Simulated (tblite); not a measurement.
Run record: tight-binding relaxation, `C#[C][Ge@@H]([NH2])[O]C[O][GeH3]`.

Computed with GFN2-xTB geometry optimisation, gas phase (tblite 0.8.0). Start geometry: from a force field or distance geometry. The command runs a driver script over a list of jobs; the input below is this job's line of settings and its coordinates in Å.

Command:
```bash
OMP_NUM_THREADS=1 python probes_run.py task.json out
```

Input:
```
{"job": {"kind": "relax", "xc": "GFN2-xTB", "basis": "xTB"}, "charge": 0, "multiplicity": 1}
C     -2.608300     1.314200    -1.655700
C     -2.065000     0.913300    -0.680900
Ge    -1.158800     0.260200     0.864500
N     -2.221500    -1.146100     1.505300
O      0.418800    -0.428900     0.547200
C      0.770300    -0.535000    -0.787600
O      2.055100    -1.096600    -0.814500
Ge     3.146200     0.006400     0.086800
H     -3.097900     1.658500    -2.529600
H     -1.072900     1.404500     1.926600
H     -2.874700    -0.809600     2.248800
H     -2.666000    -1.687400     0.750400
H      0.792700     0.435300    -1.276800
H      0.117300    -1.266500    -1.276400
H      2.361300     1.116600     0.856800
H      4.126900     0.672500    -0.888800
H      3.969500    -0.799400     1.113800
```

Output:
```
step      E/eV     max force
  0    -703.43703    2.133
  1    -703.51816    4.607
  2    -703.68857    1.052
  3    -703.73986    0.536
  4    -703.77157    0.458
  5    -703.79422    0.467
  6    -703.81500    0.355
  7    -703.82955    0.308
  8    -703.84626    0.410
  9    -703.86105    0.340
... (138 lines left out)
148    -704.19647    0.027
149    -704.19658    0.029
150    -704.19668    0.028
151    -704.19680    0.030
152    -704.19692    0.022
153    -704.19704    0.025
154    -704.19714    0.018
155    -704.19719    0.011
156    -704.19721    0.010
157    -704.19722    0.007
```

«max force» is the largest atomic force in eV/Å.

**Question.** From which step on does the largest force stay under 0.1 eV/Å, and how much energy is left to gain from there?

**Answer.** From step 117 (0.058 eV/Å), 9.6 meV above the end.

In short: energy lowered by 17.5 kcal/mol over 157 steps; largest atomic force 0.007 eV/Å at the end.

**Question.** Where do the atoms end?

**Answer.** 0.650 Å rms from the input after alignment:
```
atom  x, y, z in Å
C1    -2.6205    1.7147   -1.5257
C2    -2.0915    1.2177   -0.5665
Ge3   -1.2173    0.3325    0.8983
N4    -1.9761   -1.2393    1.3836
O5     0.4372   -0.0107    0.3846
C6     0.7078   -0.7463   -0.7727
O7     2.0525   -0.6905   -1.0297
Ge8    3.0450    0.2060    0.1382
H9    -3.0834    2.1713   -2.3548
H10   -1.0068    1.2001    2.0947
H11   -2.9198   -1.2098    1.7407
H12   -1.9018   -2.0108    0.7343
H13    0.1473   -0.3373   -1.6314
H14    0.4019   -1.7975   -0.6380
H15    2.6850    1.6600    0.1467
H16    4.3689   -0.0368   -0.5119
H17    2.9646   -0.4112    1.4996
```

**Question.** Estimate the wall time. Hardware: an Arm Neoverse N1 with one thread, shared host.

**Answer.** About 2.2 s.
Labels such as C1 count atoms from 1, the log's own numbers from 0.
